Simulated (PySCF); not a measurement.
Si(vinyl)2(SiH3)2, C4H12Si3.
Cartesian coordinates in Å at the PBE0-D3(BJ)/def2-SVP level; atoms count from 1:
```xyz
19
C4H12Si3 angstrom
Si    -0.0890    0.1432   -0.1957
C      0.0901    0.2083    1.6698
C     -0.3165   -0.7473    2.5136
H      0.5455    1.1135    2.0961
H     -0.7800   -1.6765    2.1616
H     -0.2079   -0.6495    3.5998
C      1.5845    0.3609   -1.0162
C      2.7463    0.3404   -0.3515
H      1.6102    0.5101   -2.1039
H      2.7883    0.1876    0.7329
H      3.7077    0.4694   -0.8601
Si    -1.5105    1.8762   -0.9031
H     -2.8941    1.6627   -0.3747
H     -1.5751    1.9145   -2.3988
H     -1.0157    3.2040   -0.4195
Si    -1.0311   -1.8943   -0.8910
H     -0.2290   -3.0549   -0.3904
H     -1.0496   -1.9358   -2.3867
H     -2.4369   -2.0390   -0.3974
```

The computed photoelectron lines, unassigned: C 1s: 290.03 (area 2), 290.31 (area 2) eV; Si 1s: 1845.55 (area 1), 1845.82 (area 2) eV; Si 2p3/2: 105.81 (area 1), 106.10 (area 2) eV.

The calculation used delta-SCF UKS SCAN, pcX-2 on the ionised atom, pcseg-1 elsewhere, spin-free X2C (PySCF). Isolated species at its PBE0-D3(BJ)/def2-SVP geometry (one conformer only).

(1) Which carbon gives which C 1s line?

(2) Which silicon gives which Si 1s line?

(3) Which silicon gives which Si 2p3/2 line?

Answers

(1) 290.03 eV: C2/C7 (carbon bonded to C, Si and H); 290.31 eV: C3/C8 (carbon bonded to C and 2 H). Lowest listed C 1s: C2/C7, bonded to C, H and Si. Highest, 0.28 eV above it: C3/C8, bonded to C and 2 H.

(2) 1845.55 eV: Si1 (silicon bonded to 2 C and 2 Si); 1845.82 eV: Si12/Si16 (silicon bonded to Si and 3 H). The listed Si 1s values span 0.27 eV, from Si1 (bonded to 2 C and 2 Si) to Si12/Si16 (bonded to 3 H and Si).

(3) 105.81 eV: Si1 (silicon bonded to 2 C and 2 Si); 106.10 eV: Si12/Si16 (silicon bonded to Si and 3 H). Lowest listed Si 2p3/2: Si1, bonded to 2 C and 2 Si. Highest, 0.29 eV above it: Si12/Si16, bonded to 3 H and Si.

Bonded neighbours of each site: Si1: 2 C and 2 Si; C2/C7: C, H and Si; C3/C8: C and 2 H; Si12/Si16: 3 H and Si.

Which photon wavelength matches the Si 1s of Si12/Si16 threshold?

λ = hc/E = 12398.42 eV Å / 1845.82 eV = 6.717 Å.

Topologically equivalent atoms share the value of their first member; where this conformer doesn't relate them by symmetry, their own values could differ. The 2p values add to the ΔSCF energy of one spin-free hole a correction within the shell (spin–orbit coupling, ligand field). 2p1/2 minus 2p3/2 (ligand field included): Si 0.62 eV.
